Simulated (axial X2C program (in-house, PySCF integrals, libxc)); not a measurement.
# Nuclear properties of ZnCl

Calculated with an axial X2C code built on PySCF integrals: two-component X2C with atomic mean-field Coulomb and Gaunt terms, Gaussian nuclei, basis Zn dyall-cv3z, Cl dyall-av3z with contracted cores.

R = 2.152 Å (near the PBE0 minimum at charge 0 of the determinant lowest at the starting distance; the state shown can have its own minimum elsewhere).

Determinant lowest in the PBE0 search, Ω = 1/2 (⟨Sz⟩ = 0.50, ⟨Lz⟩ = 0.00 at PBE0), spin on the atoms Zn 0.43, Cl 0.07:

```json
{"level": "PBE0", "Eeff magnitude (GV/cm)": "2.26", "Ws magnitude Zn (kHz)": "1.84", "A∥/gI Zn (MHz)": "3420", "qzz Zn (a.u.)": "-1.48", "A∥/gI Cl (MHz)": "190", "qzz Cl (a.u.)": "1.74", "μ (D)": "-2.76"}
{"level": "HF", "Eeff magnitude (GV/cm)": "2.17", "Ws magnitude Zn (kHz)": "1.78", "A∥/gI Zn (MHz)": "3130", "qzz Zn (a.u.)": "-2.00", "A∥/gI Cl (MHz)": "159", "qzz Cl (a.u.)": "1.28", "μ (D)": "-3.12"}
{"level": "LDA", "Eeff magnitude (GV/cm)": "2.19", "Ws magnitude Zn (kHz)": "1.77", "A∥/gI Zn (MHz)": "3440", "qzz Zn (a.u.)": "-1.19", "A∥/gI Cl (MHz)": "214", "qzz Cl (a.u.)": "1.98", "μ (D)": "-2.45"}
{"level": "PBE", "Eeff magnitude (GV/cm)": "2.16", "Ws magnitude Zn (kHz)": "1.76", "A∥/gI Zn (MHz)": "3340", "qzz Zn (a.u.)": "-1.22", "A∥/gI Cl (MHz)": "202", "qzz Cl (a.u.)": "1.91", "μ (D)": "-2.47"}
{"level": "TPSSh", "Eeff magnitude (GV/cm)": "2.24", "Ws magnitude Zn (kHz)": "1.83", "A∥/gI Zn (MHz)": "3470", "qzz Zn (a.u.)": "-1.42", "A∥/gI Cl (MHz)": "200", "qzz Cl (a.u.)": "1.79", "μ (D)": "-2.67"}
```

Eeff is the effective electric field on the electron electric dipole moment in this Ω state and Ws the scalar–pseudoscalar constant of the nucleus named (defined with the proton number Z and per Ω); A∥ (defined per Ω) follows by multiplying with gI = μI/(I μN); qzz is the electric field gradient, eQq0 = 234.96 MHz × Q/barn × qzz; μ is positive if the Cl end (last atom) is positive. The operators were transformed with the bare-nucleus X2C matrices; with these basis sets, hyperfine constants and field gradients can be off by tens of per cent, and where levels differ in sign neither size nor sign is settled.

(1) With gI(67Zn) = 0.3502, Q(67Zn) = 0.122 barn, gI(35Cl) = 0.5479, Q(35Cl) = -0.08112 barn (g factors from the IAEA table of nuclear moments by Stone; Q from Pyykkö, Mol. Phys. 2018), turn the PBE0 values of the first state into constants in MHz.

Each state is one determinant with collinear spin. Unrestricted Hartree–Fock can overshoot spin polarisation at the nuclei. The search compared states at one distance, so a state with another bond length can lie lower.

## Answers

(1) A∥(67Zn) = 3420 × 0.3502 = 1200 MHz; eQq0(67Zn) = 234.96 × (0.122) × (-1.48) = -42.4 MHz; A∥(35Cl) = 190 × 0.5479 = 104 MHz; eQq0(35Cl) = 234.96 × (-0.08112) × (1.74) = -33.2 MHz.
